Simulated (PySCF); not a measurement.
SMILES [CH3][Sn]([CH3])([Cl])[Cl] (CAM-B3LYP/def2-SVP optimised geometry):

```
11

C     -1.493    -1.972    -1.850
Sn    -0.853    -1.132     0.000
C     -1.487    -1.975     1.851
Cl    -1.503     1.132     0.000
Cl     1.503    -1.132     0.000
H     -1.274    -3.048    -1.869
H     -0.956    -1.476    -2.668
H     -2.573    -1.813    -1.973
H     -1.123    -1.342     2.670
H     -1.073    -2.986     1.958
H     -2.584    -2.019     1.884
```

Calculation: CAM-B3LYP/def2-TZVP, def2 effective core potentials past Kr run with PySCF.

### Question
What are the frontier orbital energies and the dipole moment?

### Answer
HOMO-2 -10.19 eV, HOMO-1 -10.08 eV, HOMO -9.65 eV, LUMO 0.01 eV, LUMO+1 1.10 eV; dipole moment 3.94 D.

On the same geometry PBE/def2-TZVP, def2 effective core potentials past Kr (PySCF) gives HOMO-2 -7.43 eV, HOMO-1 -7.31 eV, HOMO -7.06 eV, LUMO -1.94 eV, LUMO+1 -0.61 eV; dipole moment 3.79 D.
